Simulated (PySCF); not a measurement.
C6H8O.
SMILES with atom numbers: `[CH3:1]/[CH:2]=[C:3]1[CH:4]=[C:5]\1[O:6][CH3:7]`

NICS = −σ at a ghost point: NICS(0) at the centroid of the ring atoms, NICS(1) 1 Å to either side along the normal of their mean plane, zz for the tensor component along that normal. Level: GIAO PBE0/pcSseg-1 (PySCF, non-relativistic, gas phase) on the GFN2-xTB geometry, one conformer.

Ring bond lengths (Å), with Mayer bond orders in brackets: C3–C4 1.460 (0.81), C4–C5 1.328 (1.60), C5–C3 1.445 (0.96).

Give the NICS values of each ring in ppm.

```
    ring                                                    type  NICS(0)  NICS(1), two faces  NICS(1)zz, two faces  rms pucker (Å)  centre to ring atoms, mean (Å)
C3–C4–C5  3-membered carbocycle; formal bonds 1 double, 2 single    -27.9         -6.8 / -6.8           -8.2 / -8.2            0.00                            0.81
```

What do they say, and how far can they be read as aromaticity?

- C3–C4–C5: mean NICS(1)zz -8.2 ppm, shielded. NICS(0) lies 21 ppm below the mean NICS(1).

What does the geometric index give? HOMA = 1 − mean of α(R − Ropt)² over the ring bonds, with Krygowski's 1993 parameters (CC: Ropt 1.388 Å, α 257.7 Å⁻²).

- C3–C4–C5: HOMA -0.03 = 1 − EN − GEO, with mean bond length 1.411 Å, EN = α(Ropt − mean)² = 0.138 and GEO = α × variance = 0.892.

What is the mean of the two in-plane components of NICS at the first NICS(1) probe listed for ring C3–C4–C5, 1 Å off the ring?

The isotropic value is a third of the trace: (3 × -6.8 − (-8.2))/2 = -6.1 ppm.

List the ring angles and the Hirshfeld charges of the ring atoms.

- C3–C4–C5: C3 54.4° (-0.032 e), C4 62.2° (-0.068 e), C5 63.4° (+0.087 e); sum 180.0° against 180° for a flat convex ring.

The values belong to the conformer `[CH3:1]/[CH:2]=[C:3]1[CH:4]=[C:5]\1[O:6][CH3:7]`: C4–C5–O6–C7 179°.
